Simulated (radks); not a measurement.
The numbers below are computed, except where a source is named.
Co II, configuration [Ar] 3d7 4p1 (not the ground configuration). Level of theory: scalar-relativistic Kohn-Sham, PBE, spin-polarised, spherical densities, finite nucleus; open shells are filled with parallel spins first; Fermi nuclear charge, rms radius 3.7875 fm (a radial shooting solver on a logarithmic mesh with Libxc functionals).

Unscreened Slater integrals over Kohn-Sham orbitals (hartree). They are taken over the spin-up orbitals.

F0(4p,4p): 0.28044
F2(4p,4p): 0.14693
F0(4p,3d): 0.36230
F2(4p,3d): 0.076497
G1(4p,3d): 0.034435
G3(4p,3d): 0.027640
F0(4p,3p): 0.36839
F2(4p,3p): 0.059105
G0(4p,3p): 0.014167
G2(4p,3p): 0.016042
F0(4p,3s): 0.36947
G1(4p,3s): 0.016228
F0(3d,3d): 0.91065
F2(3d,3d): 0.41420
F4(3d,3d): 0.25636
F0(3d,3p): 0.99761
F2(3d,3p): 0.46579
G1(3d,3p): 0.57701
G3(3d,3p): 0.34823
F0(3d,3s): 1.0196
G2(3d,3s): 0.43649
F0(3p,3p): 1.1095
F2(3p,3p): 0.55398
F0(3p,3s): 1.1360
G1(3p,3s): 0.75201
F0(3s,3s): 1.1650

Derived for the open shells (J is the average intra-shell exchange parameter used in DFT+U). 3d: Racah B = F2/49 - 5 F4/441 = 0.005547 hartree, C = 35 F4/441 = 0.02035 hartree, C/B = 3.67, F4/F2 = 0.619, J = (F2 + F4)/14 = 0.04790 hartree. 4p: J = F2/5 = 0.02939 hartree.
